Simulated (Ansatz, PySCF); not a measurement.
The pair A = SiH4 (SMILES [SiH4]) (first 5 atoms), B = CH2O (SMILES C=O); geometry from B3LYP-D3(BJ)/def2-TZVP.
(charge 0, multiplicity 1):
```tsv
atom	x (Å)	y (Å)	z (Å)
Si	0.0213	0.0922	0.1766
H	-0.6505	-1.1098	0.7236
H	0.4935	0.9282	1.3042
H	-0.9386	0.8621	-0.6442
H	1.1750	-0.3225	-0.6511
C	-0.2532	-0.4548	3.9346
O	0.0609	0.0922	4.9536
H	-1.2269	-0.2684	3.4409
H	0.4111	-1.1799	3.4254
```

Correlated levels freeze the cores. CBS(a, b) extrapolates the correlation energy as X⁻³ and adds the Hartree–Fock energy of set b. MP2 and its Hartree–Fock in aug-cc-pV(T+d)Z are density fitted.

Codes used: Ansatz (a first-principles code) with Gaussian orbitals; PySCF for the dispersion terms. Values without a source in brackets are computed.

The monomers are drawn apart, rigid, along the line of their centres of mass. Counterpoise-corrected interaction energies (kcal/mol):

```json
[
 {"level": "PBE-D3(BJ)/def2-TZVPPD", "R = 5.800 Å": "-0.2708", "R = 7.323 Å": "-0.0471"},
 {"level": "wB97M-V/def2-TZVPPD", "R = 5.800 Å": "-0.1888", "R = 7.323 Å": "-0.0387"},
 {"level": "MP2/CBS(aug-cc-pV(D+d)Z, aug-cc-pV(T+d)Z) + ΔCCSD(T)/aug-cc-pV(D+d)Z", "R = 5.800 Å": "-0.1811", "R = 7.323 Å": "-0.0390"}
]
```

Problem. R is the distance of the centres of mass. Find the local exponent m of E ∝ R⁻ᵐ between the two points.

Solution. 
m = ln(E₁/E₂)/ln(R₂/R₁): PBE-D3(BJ)/def2-TZVPPD 7.5; wB97M-V/def2-TZVPPD 6.8; MP2/CBS(aug-cc-pV(D+d)Z, aug-cc-pV(T+d)Z) + ΔCCSD(T)/aug-cc-pV(D+d)Z 6.6. For scale, two fixed dipoles give m = 3, dipole and quadrupole 4, quadrupoles 5, and dispersion or dipole-induced dipole 6 at long range; at these distances several terms mix, and what is left of overlap and damping shifts m, so it need not match one of them.
